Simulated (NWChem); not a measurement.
# CH5BrSi; SMILES Br[SiH2]C

```xyz
8

Si     0.6086    -1.0116     0.0000
C     -0.8572    -2.1692     0.0000
Br    -0.1063     1.1083     0.0000
H      1.4508    -1.1945    -1.2164
H      1.4508    -1.1945     1.2164
H     -1.4803    -2.0085     0.8924
H     -0.5111    -3.2155     0.0000
H     -1.4803    -2.0085    -0.8924
```
Atoms are numbered in this order, from 1.

Coordinates come from a PBE0/def2-SVP optimisation.

Spin-orbit effects, on the heavy nuclei and on their neighbours, are missing.

Give the principal values of the shielding tensors (ppm) of Si1, C2, Br3 from PBE0/pcSseg-1, GIAO (NWChem), with their diamagnetic and paramagnetic parts as GIAO splits them.


| atom | σ11 | σ22 | σ33 | isotropic | diamagnetic | paramagnetic |
|---|---|---|---|---|---|---|
| Si1 | 297.0 | 365.7 | 407.5 | 356.7 | 879.6 | -522.9 |
| C2 | 172.4 | 182.3 | 195.5 | 183.4 | 255.0 | -71.6 |
| Br3 | 2607.4 | 2748.6 | 2892.3 | 2749.4 | 3125.3 | -375.9 |
